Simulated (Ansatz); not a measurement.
Coupled-cluster diagnostics for Hf₂Si₂, Ansatz.

Geometry of the singlet (PBE-D4/def2-SVP):

```csv
atom,x (Å),y (Å),z (Å)
Hf1,1.458,0.184,-0.071
Hf2,-1.321,0.359,0.540
Si3,-0.300,1.022,-1.664
Si4,0.163,-1.565,1.195
```

In the def2 sets Hf takes a core potential; there is no spin–orbit coupling. Correlated methods freeze 10 core orbitals; core or outer-core shells of Hf are correlated, in sets that lack core-valence functions. Another isomer (singlet) lies 0.77 eV lower at PBE0-D4/def2-TZVP; other spin states weren't run for this one.

Task: Estimate the CCSD(T) correlation energy, the shares of MP2 and (T), T1 and the reference's ⟨S²⟩ for: charge 0, singlet, own geometry in def2-TZVPP; and the rough time on 4 threads of Arm Neoverse V2 on a shared host.

Result: 
| state | basis | correlation (eV) | MP2 share (%) | (T) share (%) | T1 | ⟨S²⟩ (pure) | wall time | remarks |
| --- | --- | --- | --- | --- | --- | --- | --- | --- |
| charge 0, singlet, own geometry | def2-TZVPP | -26.206 | 98.2 | 8.7 | 0.038 | 0.00 (0.00) | 30 s | restricted SCF unstable |
Customary marks for T1 are 0.02 (closed shells), 0.045 (open shells) and about 0.05 (3d metals). T1 exceeds 0.02 in 1 of 1 rows and 0.045 in 0; the higher it lies, the less the single-reference result can be trusted.
